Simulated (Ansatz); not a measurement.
Consider the silylene formation by 1,1-elimination: `C[Si](C)(C)[O][In]([Cl])[Cl]` → `C[O][In]([Cl])[Cl]` + `C[Si]C`.

Isolated molecules relaxed with PBE0-D4/def2-TZVP in Ansatz; ΔE leaves out vibrations. CBS: MP2 limit from def2 TZ/QZ plus the TZ coupled-cluster correction, frozen cores. DFT in def2-TZVPP. HSE06 is defined as in plane-wave codes. Elements past krypton have def2 core potentials. For In outer-core shells are correlated without core-valence functions, which leaves a few kJ/mol of doubt a bond. Each species was taken in one conformer, which may not be the lowest.

| level | ΔE (kJ/mol) |
| --- | --- |
| PBE-D4 | 436.8 |
| B97M-V | 456.9 |
| r2SCAN0-D4 | 479.0 |
| HSE06-D4 | 457.0 |
| CAM-B3LYP-D4 | 458.6 |
| B2PLYP | 444.5 |
| RPA@PBE/def2-TZVPP | 430.1 |
| CCSD/def2-TZVPP | 451.9 |

(1) What does CCSD(T)/CBS give? (Estimate.)

Largest T1 diagnostic among the species: 0.015.

Answers

(1) Computed: +461.7 kJ/mol. The listed levels differ from it by -24.9, -4.8, 17.3, -4.7, -3.1, -17.2, -31.6, -9.8 kJ/mol.

At CCSD(T), def2-SVP lies −34.9 kJ/mol from the extrapolated value and def2-TZVPP −7.3 kJ/mol. From r2SCAN to r2SCAN0 (25 % exact exchange), in def2-TZVPP and without D4, ΔE moves by +7.5 kJ/mol. Leaving LDA and LC-ωPBE aside and taking each functional with its dispersion term where it has one, the values, not all of them listed here, spread over 53.1 kJ/mol, from BLYP-D4 to r2SCAN0-D4. LDA lies +41.0 kJ/mol from PBE without D4.

CCSD(T)/CBS has its own doubt, a few kJ/mol and more with outer-core shells, so smaller differences from it don't rank the levels.
